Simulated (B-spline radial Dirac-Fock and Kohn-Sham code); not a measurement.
EELS cross sections of the Sn M4 edge

System: atomic tin in the configuration [Kr] 4d10 5s2 5p2. Level of theory: the first Born approximation with generalised oscillator strengths from a Dirac-Hartree-Slater potential (longitudinal and transverse terms; continuum final states only, so no white lines or fine structure); a radial B-spline solver. The edge is taken at 493.2 eV (tabulated value).

Partial cross sections σ(β, Δ) in barn, integrated over a window Δ above the edge and up to the collection semi-angle β, for parallel illumination:

| E₀ (kV) | β (mrad) | Δ = 25 eV | Δ = 50 eV | Δ = 100 eV | Δ = 200 eV | Δ = 300 eV |
| --- | --- | --- | --- | --- | --- | --- |
| 60 | 5 | 155 | 797 | 1790 | 2900 | 3470 |
| 60 | 10 | 343 | 1780 | 4060 | 6770 | 8260 |
| 60 | 100 | 949 | 4650 | 10900 | 19500 | 25100 |
| 80 | 5 | 175 | 906 | 2050 | 3350 | 4040 |
| 80 | 10 | 343 | 1790 | 4120 | 6920 | 8500 |
| 80 | 100 | 795 | 3900 | 9180 | 16300 | 21100 |
| 100 | 5 | 188 | 974 | 2220 | 3660 | 4430 |
| 100 | 10 | 338 | 1770 | 4080 | 6910 | 8540 |
| 100 | 20 | ? | ? | ? | ? | ? |
| 120 | 10 | 332 | 1740 | 4030 | 6850 | 8490 |
| 120 | 50 | 596 | 2990 | 7040 | 12500 | 16000 |
| 200 | 5 | 211 | 1100 | 2550 | 4310 | 5320 |
| 200 | 20 | 403 | 2090 | 4900 | 8560 | 10800 |
| 300 | 20 | 367 | 1890 | 4440 | 7810 | 9950 |

Question: Give the row for 100 kV and 20 mrad.

Answer: 495 b for 25 eV, 2570 b for 50 eV, 6000 b for 100 eV, 10400 b for 200 eV, 13000 b for 300 eV.

Values without a named source are computed, but for edge energies of neutral atoms, which are taken from tables.
